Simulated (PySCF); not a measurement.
## Choosing a basis for TDDFT

Species: CH3NSeSi.
InChI=1S/CH3NSeSi/c2-1-4-3/h3H,4H2

TDDFT with PBE0 (PySCF), vertical singlets, core orbitals frozen in the response, spherical d and f functions. One conformer (not necessarily the lowest) at the PBE0-D3(BJ)/def2-SVP geometry, without solvent, vibrations or thermal averaging. Relativistic effects, spin–orbit coupling among them, are left out although an element past zinc is present.

Q: How do the low singlets change with the basis? Take 6-31G*, def2-SVP, def2-SVPD, aug-cc-pVDZ, def2-TZVP, def2-TZVPD and aug-cc-pVTZ.

A: 

| basis | functions | diffuse | S1 (eV) | S2 (eV) | S3 (eV) | S4 (eV) | S5 (eV) | LUMO (eV) | α (au) |
| --- | --- | --- | --- | --- | --- | --- | --- | --- | --- |
| 6-31G* | 84 | no | 5.14 | 6.03 | 6.18 | 6.73 | 6.97 | -1.13 | 56.7 |
| def2-SVP | 93 | no | 5.22 | 5.86 | 6.02 | 6.79 | 6.95 | -1.08 | 58.0 |
| def2-SVPD | 129 | yes | 5.08 | 5.53 | 5.84 | 6.64 | 6.74 | -1.34 | 70.5 |
| aug-cc-pVDZ | 136 | yes | 5.09 | 5.45 | 5.87 | 6.57 | 6.71 | -1.33 | 71.0 |
| def2-TZVP | 165 | no | 5.15 | 5.68 | 5.90 | 6.66 | 6.76 | -1.27 | 66.3 |
| def2-TZVPD | 201 | yes | 5.11 | 5.50 | 5.83 | 6.57 | 6.68 | -1.35 | 71.3 |
| aug-cc-pVTZ | 270 | yes | 5.11 | 5.47 | 5.85 | 6.56 | 6.69 | -1.34 | 71.5 |

States are compared by their number. Against the largest diffuse basis here (aug-cc-pVTZ, itself not a converged limit), sets without diffuse functions differ by up to 0.10 eV in S1 and 0.28 eV in S5; the smaller diffuse sets differ by up to 0.03 and 0.05 eV. State by state, the largest deviation of a set without diffuse functions is S1 0.10, S2 0.56, S3 0.33, S4 0.23, S5 0.28 eV. The same number needn't mean the same state in each row. Against aug-cc-pVTZ the polarisability deviates by -21% in 6-31G*, -19% in def2-SVP, -1% in def2-SVPD, -1% in aug-cc-pVDZ, -7% in def2-TZVP, 0% in def2-TZVPD.
